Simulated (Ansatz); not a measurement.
TaSe2, relaxed as a doublet with UKS PBE-D4/def2-TZVP in Ansatz, starting from the GFN2-xTB geometry. Force threshold 0.02 eV/Å.

In the def2 sets Ta takes a core potential; there is no spin–orbit coupling. The charge 0 doublet is spin-contaminated (final ⟨S²⟩ up to 1.33, 0.75 for a pure state). The relaxation made no stability test and no search for a lower SCF solution. At PBE-D4/def2-TZVP a quartet of charge 0 lies 0.08 eV below the doublet, each at its own geometry. The structure comes from a short search, and lower isomers may exist.

Start:

Cartesian coordinates in Å:
```
Ta 0.343 1.926 0.542
Se 0.230 -1.727 0.414
Se -0.574 -0.199 -0.956
```

```
step   energy (eV)  largest force component (eV/Å)  SCF passes
   1  -132229.2741                           2.447         130
   2  -132230.0000                           1.724          45
   3  -132230.4199                           1.676          42
   4  -132231.0410                           1.141          41
   5  -132231.1815                           1.595          50
   6  -132231.2835                           0.487          37
   7  -132231.2955                           0.289          33
   8  -132231.2999                           0.011          33
```

Force components are those of the run's own axes.

End:

Cartesian coordinates in Å:
```
Ta 0.375 1.255 0.606
Se 0.336 -1.209 0.582
Se -0.711 -0.046 -1.188
```

By distances, no bond broke or formed. The bond that changes most is Ta1–Se2, from 3.66 to 2.46 Å (atoms count from 1). The end is the same structure that another start reached.

No frequencies were taken in this run, so the end may be a saddle point.

Hardware: 4 threads of Arm Neoverse V1 on a shared host. Wall time 26 s.
